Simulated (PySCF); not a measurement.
# Unknowns

Theoretical values (PySCF 2.14): σ from GIAO-PBE0/pcSseg-1, geometry from GFN2-xTB. One conformer, no solvent, equivalent nuclei averaged, relativity neglected.

δ = σ(ref) − σ, references computed at the same level: ¹H and ¹³C vs TMS. Where no couplings were computed, multiplicities follow the n + 1 count of equivalent neighbours, and m marks all less simple cases (inequivalent or close neighbours, rings, F or P nearby). Shifts are as computed. Against solution values, carbons near 30 ppm lie about +3 ppm off and those near 130 ppm about +5 ppm. Of 1211 compounds with measured shifts, 218 miss one by over three times the rms of a fit or turn the order of signals round; such compounds aren't used in these exercises. OH and NH positions are gas-phase values without hydrogen bonding to other molecules.

Question: CH11NOSi3. ¹H NMR (600 MHz, computed): δ 5.16 (s, 3H), 3.19 (s, 3H), 0.52 (br s, 2H), 0.28 (s, 3H). ¹³C{¹H} NMR (computed): δ 6.2. What is it?

Answer: `[Si@](C)(N)([SiH3])O[SiH3]`. Rings plus π bonds: 0. Carbon types of the structure: 1 × CH3, leaving 8 H on heteroatoms. δC 6.2: methyl carbon bonded to Si; an electropositive neighbour leaves it electron-rich and shielded. δH 3.19: hydrogen on a silicon bonded to Si. δH 0.52: hydrogen on a nitrogen bonded to Si; exchangeable; this is the value without hydrogen bonding to other molecules. δH 0.28: hydrogen on a methyl carbon bonded to Si; an electropositive neighbour shields it, as in TMS itself.

This is the structure that produced the data.

Question: C7H8O2. ¹H NMR (500 MHz, computed): δ 10.81 (s, 1H), 10.09 (s, 1H), 7.88 (s, 1H), 6.35 (m, 1H), 6.32 (m, 1H), 2.31 (s, 3H). ¹³C{¹H} NMR (computed): δ 198.4 (CH), 194.9 (CH), 159.8 (CH), 150.4 (C), 145.2 (CH2), 136.8 (C), 26.3 (CH3). Give a structure.

Answer: `C=C(C)C=C(C=O)C=O`. Rings plus π bonds: 4 (no ring in the answer). 7 carbon signals for 7 carbons: no two carbons are equivalent. Carbon types of the structure: 2 × C, 3 × CH, 1 × CH2, 1 × CH3, which accounts for all hydrogens. δC 198.4, 194.9: aldehyde carbonyl carbon; the double bond to the heteroatom, with no lone-pair donor beside it, deshields it most. δC 159.8: β carbon of a C=C–C=O unit; conjugation with the carbonyl draws π density from the β position. δC 150.4: fully substituted alkene carbon; the olefinic region. δC 145.2: terminal =CH2 carbon; as expected for a trigonal carbon in a double bond.

The shifts were computed for this structure.
